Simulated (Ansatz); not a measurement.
Relaxation of GeH4O2 (7 atoms, charge 0, multiplicity 1), to a largest force component of 0.03 eV/Å in at most 50 steps.

Method: RKS BHLYP-D4/def2-SVP in Ansatz 0.2.0.

```xyz
7
Properties=species:S:1:pos:R:3
Ge -0.936 -0.162 0.485
H 1.635 0.081 1.450
O 2.016 -0.031 0.558
H 2.289 -0.948 0.534
O -1.297 1.332 -0.400
H -1.248 1.280 -1.353
H -0.770 -1.111 -0.797
```

Q: Where does it end, and by what steps?

A: The run converged. After 13 steps the energy has fallen by 0.255 eV; O3 moved furthest, 0.58 Å.

```csv
step,energy less start (eV),largest force component (eV/Å),accepted
0,0.0000,0.922,yes
1,-0.0270,2.674,yes
2,-0.0305,3.091,yes
3,-0.1890,1.635,yes
4,-0.1919,1.878,yes
5,-0.2417,0.253,yes
6,-0.2399,0.594,no
7,-0.2415,0.278,no
8,-0.2514,0.062,yes
9,-0.2533,0.079,yes
10,-0.2547,0.041,yes
11,-0.2550,0.045,yes
12,-0.2550,0.055,no
13,-0.2551,0.022,yes
```

```xyz
7
Properties=species:S:1:pos:R:3
Ge -0.887 -0.249 0.565
H 1.813 0.158 1.437
O 1.435 -0.011 0.575
H 1.900 -0.766 0.213
O -1.144 1.265 -0.351
H -0.896 1.238 -1.272
H -0.533 -1.195 -0.690
```

Time of the run: 46 s on 1 thread of AMD EPYC 7R43 64-Core Processor (Zen 3), with other jobs on the host, peak memory 0.16 GiB.
